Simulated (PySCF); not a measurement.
Compound: C4H7BF2O.
Structure used (PBE0-D3(BJ)/def2-SVP), in Å, numbered top down from 1:
```
atom  x, y, z in Å
C1    -2.7470   -0.3037    0.3427
C2    -1.4788    0.4550    0.0534
O3    -0.3773   -0.3990    0.3229
C4     0.8355    0.0813    0.0799
C5     1.9683   -0.6171    0.2935
B6     3.3154    0.0279   -0.0135
F7     3.4020    1.2719   -0.4816
F8     4.4640   -0.6074    0.1689
H9    -2.7804   -0.6142    1.3970
H10   -3.6237    0.3269    0.1366
H11   -2.8095   -1.2052   -0.2838
H12   -1.4045    1.3587    0.6848
H13   -1.4427    0.7797   -1.0021
H14    0.8741    1.1066   -0.3168
H15    1.8863   -1.6330    0.6892
```

Computed with PySCF, PBE0-D3(BJ)/def2-SVP geometry optimisation, gas phase.

Take the most abundant isotopes and a rigid rotor. The values belong to one conformer with, in the numbering `[CH3:1][CH2:2][O:3]/[CH:4]=[CH:5]/[B:6]([F:7])[F:8]`, C1–C2–O3–C4 178°, C2–O3–C4–C5 180°.

Problem. What are A, B and C (GHz)?

Solution. Ia = 66.81, Ib = 740.45, Ic = 800.81 u·Å²; 505379 MHz·u·Å²/I gives 7564, 682.5 and 631.1 MHz, that is A = 7.5644, B = 0.6825, C = 0.6311 GHz.

Problem. Classify the top.

Solution. A near-prolate asymmetric top; Ray's κ = -0.985.

Problem. What does the inertial defect say?

Solution. Not planar: Δ = Ic − Ia − Ib = -6.45 u·Å². For a rigid frame Δ = −2 Σ m c², so Σ m c² = 3.23 u·Å² lies off the ab plane: 3.21 from hydrogen and 0.02 from heavier atoms. The atom farthest from that plane is 0.93 Å away.

Problem. Which lines would a microwave search look for?

Solution. The dipole components are |μa| = 4.01 D, |μb| = 1.00 D, |μc| = 0.00 D. Intensities carry the squares of the components, which stand as 1.00 : 0.06 : 0.00 (a : b : c). Some of the stronger lines:

| type | branch | J(Ka,Kc) | MHz | lower level (cm⁻¹) |
| --- | --- | --- | --- | --- |
| a | Q | 3(1,2) ← 3(1,3) | 309 | 0.488 |
| a | R | 1(0,1) ← 0(0,0) | 1314 | 0.000 |
| a | R | 2(1,2) ← 1(1,1) | 2576 | 0.273 |
| a | R | 2(0,2) ← 1(0,1) | 2627 | 0.044 |
| a | R | 2(1,1) ← 1(1,0) | 2679 | 0.275 |
| a | R | 3(1,3) ← 2(1,2) | 3863 | 0.359 |
| a | R | 3(0,3) ← 2(0,2) | 3940 | 0.131 |
| a | R | 3(2,2) ← 2(2,1) | 3941 | 1.053 |
| a | R | 3(2,1) ← 2(2,0) | 3942 | 1.053 |
| a | R | 3(1,2) ← 2(1,1) | 4018 | 0.364 |
| b | Q | 1(1,0) ← 1(0,1) | 6933 | 0.044 |
| b | Q | 2(1,1) ← 2(0,2) | 6985 | 0.131 |
| b | R | 1(1,1) ← 0(0,0) | 8196 | 0.000 |
| b | Q | 2(2,1) ← 2(1,2) | 20800 | 0.359 |
| b | Q | 3(2,2) ← 3(1,3) | 20877 | 0.488 |
| b | R | 2(2,0) ← 1(1,1) | 23376 | 0.273 |
| b | R | 3(2,2) ← 2(1,1) | 24587 | 0.364 |
| b | R | 3(2,1) ← 2(1,2) | 24742 | 0.359 |
| b | Q | 3(3,0) ← 3(2,1) | 34537 | 1.185 |
| b | R | 3(3,1) ← 2(2,0) | 38479 | 1.053 |
| b | R | 3(3,0) ← 2(2,1) | 38479 | 1.053 |

PBE0-D3(BJ)/def2-SVP frequencies: not computed here. Constants of a rigid frame at the computed geometry: no zero-point averaging, no centrifugal distortion. A rigid rotor knows nothing of internal rotation, which can split or shift real lines. Quadrupole hyperfine structure (11B) is left out.

The run took 67 s of wall time on one thread, Arm Neoverse V1 (aarch64), no GPU, shared host with 32 logical CPUs at a one-minute load of 10, and the process peaked at 0.76 GiB of memory. This is the geometry optimisation.
